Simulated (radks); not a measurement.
Results of a calculation; reference values are marked as such.
Task: These are the eigenvalues of the occupied orbitals of an atom or ion with whole-number occupations (Ry). Level of theory: Dirac Kohn-Sham, BLYP, spin-unpolarised, spherical densities, finite nucleus; Fermi nuclear charge, rms radius of each element as measured or else 0.836 A^(1/3) + 0.57 fm (a radial shooting solver on a logarithmic mesh with Libxc functionals).

| orbital | eigenvalue |
|---|---|
| 1s1/2 | -1903.716 |
| 2s1/2 | -428.3676 |
| 2p1/2 | -416.2016 |
| 2p3/2 | -404.3164 |

Which element is it, and in what charge state? The configuration may be excited. Open shells, if any, fill j = l - 1/2 first.

Result: Z = 45, rhodium, charge +38: Rh38+ in [He] 2s2 2p3. The list shows which subshells hold electrons but not how many an open one holds; the 1s level, -951.86 hartree, gives Z - s = 43.6 by -(Z - s)^2/2, which with screening and relativity narrows Z to a few neighbours, and the depths of the outer levels then fix element, charge and occupations together.
